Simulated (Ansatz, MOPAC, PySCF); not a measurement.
Species: TeCl, charge 0, multiplicity 2. SMILES: Cl[Te]
Geometry: optimised at B3LYP-D3(BJ)/def2-TZVP (Ansatz, a first-principles code).

Wanted: vertical ionisation energy to the triplet, in eV. Conventions: valence correlation only (noble-gas shells and the d and f shells of earlier blocks); 6-31G* and kin with 6d, 5d where marked; no spin-orbit coupling; each state is the SCF solution reached for its charge and spin; def2 sets with scalar-relativistic core potentials past Kr; STO-3G and 3-21G all-electron and non-relativistic; LANL2DZ with its own core potentials from Na on; open shells spin-unrestricted. Ab initio and DFT rows: single points at B3LYP-D3(BJ) geometries (Ansatz). Semi-empirical rows: differences of heats of formation at the shared geometry for vertical values.

```json
[
 {"level": "PM6", "program": "MOPAC", "vertical ionisation energy to the triplet (eV)": "9.87"},
 {"level": "MNDO", "program": "MOPAC", "vertical ionisation energy to the triplet (eV)": "10.01"},
 {"level": "HF/6-31G* with LANL2DZ past Ar", "program": "Ansatz", "vertical ionisation energy to the triplet (eV)": "8.25"},
 {"level": "PBE/6-31G* with LANL2DZ past Ar", "program": "Ansatz", "vertical ionisation energy to the triplet (eV)": "8.77"},
 {"level": "B3LYP/STO-3G", "program": "Ansatz", "vertical ionisation energy to the triplet (eV)": "7.34"},
 {"level": "B3LYP/3-21G", "program": "Ansatz", "vertical ionisation energy to the triplet (eV)": "8.85"},
 {"level": "B3LYP/6-31G* with LANL2DZ past Ar", "program": "Ansatz", "vertical ionisation energy to the triplet (eV)": "8.94"},
 {"level": "M06-2X/6-31G* with LANL2DZ past Ar (5d)", "program": "PySCF", "vertical ionisation energy to the triplet (eV)": "9.13"},
 {"level": "MP2/6-31G* with LANL2DZ past Ar", "program": "Ansatz", "vertical ionisation energy to the triplet (eV)": "8.29"},
 {"level": "PBE/def2-TZVPD", "program": "Ansatz", "vertical ionisation energy to the triplet (eV)": "8.58"}
]
```

No value to compare with is used here. The 9 habitual levels span 7.34 (B3LYP/STO-3G) to 10.01 eV (MNDO); PBE/def2-TZVPD gives 8.58.

The levels are drawn from those run, B3LYP/6-31G* more often than the rest, none by its result; runs whose electronic state is in doubt are left out.
